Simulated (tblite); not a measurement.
C6H4S3.
Bonds: S1–C2, C2–C3 (aromatic), C3–C4 (aromatic), C4–S5 (aromatic), S5–C6 (aromatic), C6–C7 (aromatic), C7–C8 (aromatic), C8–S9 (aromatic), C2–S9 (aromatic), C4–C8 (aromatic). Hydrogens: H10 on S1; H11 on C3; H12 on C6; H13 on C7.

Computed with GFN2-xTB (tblite), gas phase: Langevin dynamics at 300 K from the optimised GFN2-xTB geometry, time step 0.5 fs, friction 0.01 fs⁻¹, 2000 steps. The instantaneous temperature is 2·E(kin)/(3Nk) with all 3N coordinates.

```
t (fs)  T (K)  E(pot) above start (eV)  S1–C2 (Å)  C2–C3 (Å)  C3–C4 (Å)  C4–S5 (Å)  S5–C6 (Å)  S1–H10 (Å)
     0    250                    0.000      1.754      1.362      1.409      1.726      1.733       1.332
    50    219                    0.260      1.766      1.328      1.452      1.697      1.732       1.325
   100    171                    0.315      1.800      1.329      1.433      1.708      1.733       1.340
   150    269                    0.193      1.724      1.370      1.431      1.707      1.741       1.365
   200    256                    0.489      1.813      1.412      1.429      1.676      1.678       1.307
   250    244                    0.554      1.815      1.391      1.410      1.704      1.775       1.330
   300    311                    0.479      1.782      1.342      1.392      1.703      1.720       1.379
   350    315                    0.350      1.775      1.339      1.409      1.756      1.678       1.304
   400    300                    0.406      1.812      1.376      1.412      1.707      1.760       1.376
   450    391                    0.418      1.732      1.390      1.422      1.721      1.756       1.312
   500    376                    0.447      1.780      1.390      1.407      1.748      1.790       1.338
   550    300                    0.394      1.693      1.363      1.403      1.761      1.784       1.332
   600    366                    0.430      1.779      1.341      1.424      1.746      1.725       1.402
   650    287                    0.415      1.764      1.363      1.428      1.731      1.712       1.282
   700    372                    0.279      1.797      1.365      1.412      1.731      1.761       1.369
   750    306                    0.369      1.777      1.355      1.424      1.699      1.784       1.383
   800    361                    0.399      1.768      1.391      1.385      1.743      1.751       1.321
   850    305                    0.516      1.758      1.366      1.422      1.778      1.755       1.353
   900    364                    0.568      1.778      1.299      1.404      1.714      1.749       1.289
   950    382                    0.483      1.838      1.368      1.418      1.721      1.748       1.425
  1000    245                    0.359      1.746      1.414      1.420      1.723      1.714       1.294
```

**Question.** From 500 fs on, how do temperature and potential energy compare with equipartition?

**Answer.** The mean temperature of these 11 frames is 333 K against the target 300 K, and the mean potential energy 0.42 eV against 33 × kT/2 = 0.43 eV for 33 classical harmonic modes. For 13 atoms in a canonical ensemble the temperature itself scatters by T·√(2/(3N)) = 68 K; here its standard deviation is 44 K. The whole run lasts only 10 friction times of 100 fs, so these averages carry a wide statistical error.

**Question.** What are the kinetic and total energies of the listed frame with the highest potential energy?

**Answer.** The one at 900 fs, 0.568 eV above the start. Its kinetic energy is 3NkT/2 = 0.611 eV at 364 K, so the sum is 1.18 eV; over the listed frames the sum runs from 0.42 to 1.18 eV, since the thermostat adds and removes energy.

**Question.** How much do the listed bonds fluctuate from 500 fs on?

**Answer.** 
```
  bond  at the start (Å)  mean (Å)  standard deviation (Å)
 S1–C2             1.754     1.771                   0.033
 C2–C3             1.362     1.365                   0.028
 C3–C4             1.409     1.413                   0.012
 C4–S5             1.726     1.736                   0.021
 S5–C6             1.733     1.752                   0.026
S1–H10             1.332     1.344                   0.045
```

The motion is classical and holds no zero-point motion.

What follows is the cost of the whole dynamics run. On Intel Xeon 6975P-C, one thread, shared host with 128 logical CPUs at a one-minute load of 46, this took 14 s of wall time and 0.18 GiB of memory at its peak.
